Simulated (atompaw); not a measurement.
# What one change does to a pseudopotential (As, PAW (atompaw))

atompaw 4.2.0.5 input, output lines left out:

```
As 33
GGA-PBE scalarrelativistic loggrid 1500 logderivrange -5 5 251
4 4 3 0 0 0
4 1 2.5
0 0 0
c
c
c
v
c
c
v
v
2
2.10 1.95 1.60 1.25
y
-0.05
n
y
4.55
n
y
-2.7
n
bloechl besselshape
bessel
```

Change: waves 4s (bound): rc 2.10 bohr; 4s channel at -0.05 Ry: rc 2.10 bohr; 4p (bound): rc 2.10 bohr; 4p channel at 4.55 Ry: rc 2.10 bohr; 3d (bound): rc 0.75 bohr; 3d channel at -2.7 Ry: rc 0.75 bohr; augmentation besselshape compensation charge, radius 1.95 bohr; PAW radius 2.10 bohr; waves and projectors: custom rrkj gramschmidtortho.

Cutoffs: the cutoffs (Ry, on a coarse ladder) from which the occupation-weighted sum of valence levels, in a spherical-Bessel basis at the reference potential, stays within 10 and 1 mRy of its value at 400 Ry; they do not see the model core or the augmentation charge, which bear on the density cutoff.

**Question.** What does the change do?

**Answer.** The range in which the d phases agree widens (upper end 0.5 → at the end of the scan); neither file shows a bound ghost.

| quantity | base | changed |
| --- | --- | --- |
| cutoff, loose | 50 Ry | 300 Ry |
| cutoff, tight | 70 Ry | over 300 Ry |
| loose cutoff by channel (10 mRy a level) | s 6 Ry, p 6 Ry, d 40 Ry | s 6 Ry, p 8 Ry, d 180 Ry |
| bound ghosts | none | none |
| s: phases at 2.10 bohr within 0.05 rad from the reference energy up to (Ry; the scan ends near 5) | 3.9 | 4.0 |
| p: phases at 2.10 bohr within 0.05 rad from the reference energy up to (Ry; the scan ends near 5) | to the end of the scan | to the end of the scan |
| d: phases at 2.10 bohr within 0.05 rad from the reference energy up to (Ry; the scan ends near 5) | 0.5 | to the end of the scan |
| lowest overlap eigenvalue by channel | s 0.01, p 0.66, d 0.88 | s 0.39, p 0.64, d 1.00 |

 The cutoffs see the waves, projectors and local potential, not the compensation charge or the core.
